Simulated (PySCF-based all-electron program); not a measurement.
The numbers below are computed, except where a source is named.
## Distorting InSbH6, singlet

Method: all-electron DFT (in-house code on PySCF), basis-limit composite values; the spin-free Dirac equation, no spin–orbit coupling, spin-restricted. Forces are good to about 0.030 eV/Å. Atoms are numbered as listed.

Shape A:

```json
{"atom": "In", "x (Å)": "0.0000", "y (Å)": "0.0000", "z (Å)": "0.0000"}
{"atom": "Sb", "x (Å)": "0.0000", "y (Å)": "0.0000", "z (Å)": "3.0990"}
{"atom": "H", "x (Å)": "1.7390", "y (Å)": "0.0000", "z (Å)": "-0.1186"}
{"atom": "H", "x (Å)": "-0.8695", "y (Å)": "1.5060", "z (Å)": "-0.1186"}
{"atom": "H", "x (Å)": "-0.8695", "y (Å)": "-1.5060", "z (Å)": "-0.1186"}
{"atom": "H", "x (Å)": "0.7247", "y (Å)": "1.2552", "z (Å)": "4.0082"}
{"atom": "H", "x (Å)": "-1.4494", "y (Å)": "0.0000", "z (Å)": "4.0082"}
{"atom": "H", "x (Å)": "0.7247", "y (Å)": "-1.2552", "z (Å)": "4.0082"}
```

PBE forces:

| atom | Fx | Fy | Fz (eV/Å) |
| --- | --- | --- | --- |
| In1 | 0.000 | 0.000 | -0.018 |
| Sb2 | 0.000 | 0.000 | -0.002 |
| H3 | -0.030 | 0.000 | 0.002 |
| H4 | 0.015 | -0.026 | 0.002 |
| H5 | 0.015 | 0.026 | 0.002 |
| H6 | 0.002 | 0.004 | 0.005 |
| H7 | -0.005 | 0.000 | 0.005 |
| H8 | 0.002 | -0.004 | 0.005 |

Shape B:

```
atom    x (Å)    y (Å)    z (Å)
  In   0.0000   0.0000   0.0000
  Sb   0.0000   0.0000   3.4089
   H   1.7390   0.0000  -0.1186
   H  -0.8695   1.5060  -0.1186
   H  -0.8695  -1.5060  -0.1186
   H   0.7247   1.2552   4.3181
   H  -1.4494   0.0000   4.3181
   H   0.7247  -1.2552   4.3181
```

Against shape A, In1–Sb2 goes from 3.099 to 3.409 Å.

(1) What forces does PBE give in shape B?

Shape C:

| atom | x (Å) | y (Å) | z (Å) |
| --- | --- | --- | --- |
| In | 0.0000 | 0.0000 | 0.0000 |
| Sb | 0.0000 | 0.0000 | 2.7891 |
| H | 1.7390 | 0.0000 | -0.1186 |
| H | -0.8695 | 1.5060 | -0.1186 |
| H | -0.8695 | -1.5060 | -0.1186 |
| H | 0.7247 | 1.2552 | 3.6983 |
| H | -1.4494 | 0.0000 | 3.6983 |
| H | 0.7247 | -1.2552 | 3.6983 |

Against shape A, In1–Sb2 goes from 3.099 to 2.789 Å.

(2) What forces does PBE give in shape C?

Results:

(1) 

```
atom      Fx      Fy  Fz (eV/Å)
 In1   0.000   0.000      0.093
 Sb2   0.000   0.000     -0.390
  H3  -0.035   0.000      0.057
  H4   0.017  -0.030      0.057
  H5   0.017   0.030      0.057
  H6   0.003   0.005      0.042
  H7  -0.005   0.000      0.042
  H8   0.003  -0.005      0.042
```

(2) 

```tsv
atom	Fx	Fy	Fz (eV/Å)
In1	0.000	0.000	-0.799
Sb2	0.000	0.000	1.110
H3	-0.022	0.000	-0.083
H4	0.011	-0.019	-0.083
H5	0.011	0.019	-0.083
H6	0.004	0.007	-0.020
H7	-0.008	0.000	-0.020
H8	0.004	-0.007	-0.020
```
